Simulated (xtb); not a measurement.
Job for xtb: GFN1-xTB on C2H6Si (a complex), monomers drawn apart or pushed together.

```
$ xtb mol.xyz --gfn 1 --sp --chrg 0 --uhf 0
9

Si     0.28503007    -0.06825027     0.05125977
H      1.12559523     1.00353475     0.62741118
H     -1.14374990     0.22837291     0.29482541
H      0.63804009    -1.36812702     0.66242898
H      0.52258807    -0.13895291    -1.41043215
C     -0.06383410    -0.06048432     5.19707786
C     -1.16800126     0.35725693     5.00075147
H      0.91698111    -0.43174909     5.36826546
H     -2.14788854     0.72772619     4.82275930
```

It printed:

```
[...]
           -------------------------------------------------
          |                Calculation Setup                |
           -------------------------------------------------



molecular fragmentation (1/2 indicates fragments):
111112222
# atoms in fragment 1/2:     5     4
 fragment masses (1/2) :       32.12       26.04
CMA distance (Bohr)    :   9.699
constraining FC (au)   :  0.0500

           -------------------------------------------------
          |                 G F N 1 - x T B                 |
           -------------------------------------------------

        Reference                      10.1021/acs.jctc.7b00118
      * Hamiltonian:
        H0-scaling (s, p, d)           1.850000    2.250000    2.000000
        zeta-weighting                 0.000000
      * Dispersion:
        s8                             2.400000
        a1                             0.630000
        a2                             5.000000
        s9                             0.000000
      * Repulsion:
        kExp                           1.500000
        rExp                           1.000000
      * Coulomb:
        alpha                          2.000000
        third order                    atomic
        anisotropic                    false
      * Halogen bond correction:
        rad-scale                      1.300000
        damping                        0.440000


          ...................................................
          :                      SETUP                      :
          :.................................................:
          :  # basis functions                  30          :
          :  # atomic orbitals                  29          :
          :  # shells                           19          :
          :  # electrons                        18          :
          :  # halogen bonds                     0          :
          :  max. iterations                   250          :
          :  Hamiltonian                  GFN1-xTB          :
          :  restarted?                      false          :
          :  GBSA solvation                  false          :
          :  PC potential                    false          :
          :  electronic temp.          300.0000000     K    :
          :  accuracy                    1.0000000          :
          :  -> integral cutoff          0.2500000E+02      :
          :  -> integral neglect         0.1000000E-07      :
          :  -> SCF convergence          0.1000000E-05 Eh   :
          :  -> wf. convergence          0.2000000E-04 e    :
          :  Broyden damping             0.4000000          :
          :  net charge                          0          :
          :  unpaired electrons                  0          :
          ...................................................

 iter      E             dE          RMSdq      gap      omega  full diag
   1     -9.3872811 -0.938728E+01  0.712E+00    5.89       0.0  T
   2     -9.4039992 -0.167181E-01  0.410E+00    6.31       1.0  T
   3     -9.4046928 -0.693588E-03  0.668E-01    6.75       1.0  T
   4     -9.4061390 -0.144616E-02  0.289E-01    7.16       1.0  T
   5     -9.4065589 -0.419909E-03  0.409E-02    7.05       1.0  T
   6     -9.4065683 -0.938865E-05  0.642E-04    7.02      51.9  T
   7     -9.4065683 -0.208123E-08  0.190E-04    7.02     175.1  T
   8     -9.4065683 -0.363283E-10  0.109E-04    7.02     305.0  T

   *** convergence criteria satisfied after 8 iterations ***

         #    Occupation            Energy/Eh            Energy/eV
      -------------------------------------------------------------
         1        2.0000           -0.6474041             -17.6168
       ...           ...                  ...                  ...
         3        2.0000           -0.5879706             -15.9995
         4        2.0000           -0.5380959             -14.6423
         5        2.0000           -0.4804787             -13.0745
         6        2.0000           -0.4804093             -13.0726
         7        2.0000           -0.4796048             -13.0507
         8        2.0000           -0.4662747             -12.6880
         9        2.0000           -0.4662554             -12.6875 (HOMO)
        10                         -0.2083191              -5.6687 (LUMO)
        11                         -0.2073068              -5.6411
        12                         -0.2071417              -5.6366
        13                         -0.1967519              -5.3539
        14                         -0.1967442              -5.3537
       ...                                ...                  ...
        29                          1.4892267              40.5239
      -------------------------------------------------------------
                  HL-Gap            0.2579362 Eh            7.0188 eV
             Fermi-level           -0.3372872 Eh           -9.1781 eV

 SCC (total)                   0 d,  0 h,  0 min,  0.004 sec
 SCC setup                      ...        0 min,  0.000 sec (  1.391%)
 Dispersion                     ...        0 min,  0.000 sec (  0.706%)
 classical contributions        ...        0 min,  0.000 sec (  0.277%)
 integral evaluation            ...        0 min,  0.001 sec ( 23.101%)
 iterations                     ...        0 min,  0.001 sec ( 24.963%)
 molecular gradient             ...        0 min,  0.002 sec ( 47.539%)
 printout                       ...        0 min,  0.000 sec (  1.913%)

         :::::::::::::::::::::::::::::::::::::::::::::::::::::
         ::                     SUMMARY                     ::
         :::::::::::::::::::::::::::::::::::::::::::::::::::::
         :: total energy              -9.225391817005 Eh    ::
         :: gradient norm              0.019562493395 Eh/a0 ::
         :: HOMO-LUMO gap              7.018802605664 eV    ::
         ::.................................................::
         :: SCC energy                -9.406568274904 Eh    ::
         :: -> electrostatic           0.005987884569 Eh    ::
         :: repulsion energy           0.182750357062 Eh    ::
         :: dispersion energy         -0.001573899163 Eh    ::
         :: halogen bond corr.         0.000000000000 Eh    ::
         :: add. restraining           0.000000000000 Eh    ::
         :: total charge               0.000000000000 e     ::
         :::::::::::::::::::::::::::::::::::::::::::::::::::::

           -------------------------------------------------
          |                Property Printout                |
           -------------------------------------------------

    * Orbital Energies and Occupations

         #    Occupation            Energy/Eh            Energy/eV
      -------------------------------------------------------------
         1        2.0000           -0.6474041             -17.6168
         2        2.0000           -0.6346398             -17.2694
         3        2.0000           -0.5879706             -15.9995
         4        2.0000           -0.5380959             -14.6423
         5        2.0000           -0.4804787             -13.0745
         6        2.0000           -0.4804093             -13.0726
         7        2.0000           -0.4796048             -13.0507
         8        2.0000           -0.4662747             -12.6880
         9        2.0000           -0.4662554             -12.6875 (HOMO)
        10                         -0.2083191              -5.6687 (LUMO)
        11                         -0.2073068              -5.6411
        12                         -0.2071417              -5.6366
        13                         -0.1967519              -5.3539
        14                         -0.1967442              -5.3537
        15                         -0.1385188              -3.7693
Note: The following floating-point exceptions are signalling: IEEE_DENORMAL
normal termination of xtb
        16                         -0.1384411              -3.7672
        17                         -0.1024885              -2.7889
        18                         -0.0921941              -2.5087
        19                         -0.0689243              -1.8755
        20                         -0.0688185              -1.8726
       ...                                ...                  ...
        29                          1.4892267              40.5239
      -------------------------------------------------------------
                  HL-Gap            0.2579362 Eh            7.0188 eV
             Fermi-level           -0.3372872 Eh           -9.1781 eV

  Mulliken/CM5 charges         n(s)   n(p)   n(d)
     1Si    0.27375 -0.04834   1.342  1.968  0.416
     2H    -0.06799  0.01275   1.068  0.000  0.000
     3H    -0.06827  0.01237   1.068  0.000  0.000
     4H    -0.06811  0.01259   1.068  0.000  0.000
     5H    -0.06979  0.01021   1.070  0.000  0.000
     6C    -0.06078 -0.11456   1.097  2.964  0.000
     7C    -0.06077 -0.11454   1.097  2.964  0.000
     8H     0.06097  0.11474   0.939  0.000  0.000
     9H     0.06100  0.11478   0.939  0.000  0.000

Wiberg/Mayer (AO) data.
largest (>0.10) Wiberg bond orders for each atom

 ---------------------------------------------------------------------------
     #   Z sym  total        # sym  WBO       # sym  WBO       # sym  WBO
 ---------------------------------------------------------------------------
     1  14 Si   3.757 --     5 H    0.939     3 H    0.939     4 H    0.939
                             2 H    0.939
     2   1 H    0.990 --     1 Si   0.939
     3   1 H    0.990 --     1 Si   0.939
     4   1 H    0.990 --     1 Si   0.939
     5   1 H    0.989 --     1 Si   0.939
     6   6 C    3.987 --     7 C    3.004     8 H    0.981
     7   6 C    3.987 --     6 C    3.004     9 H    0.981
     8   1 H    0.994 --     6 C    0.981
     9   1 H    0.994 --     7 C    0.981
 ---------------------------------------------------------------------------

Topologies differ in total number of bonds
Writing topology from bond orders to xtbtopo.mol

 dipole moment from electron density (au)
     X       Y       Z
  -0.0022   0.0019   0.0275  total (Debye):    0.070


           -------------------------------------------------
          | TOTAL ENERGY               -9.225391817005 Eh   |
          | GRADIENT NORM               0.019562493395 Eh/α |
          | HOMO-LUMO GAP               7.018802605664 eV   |
           -------------------------------------------------

------------------------------------------------------------------------
------------------------------------------------------------------------
 total:
 SCF:
```

The run finished.

Cost: roughly 0.020 core-seconds.
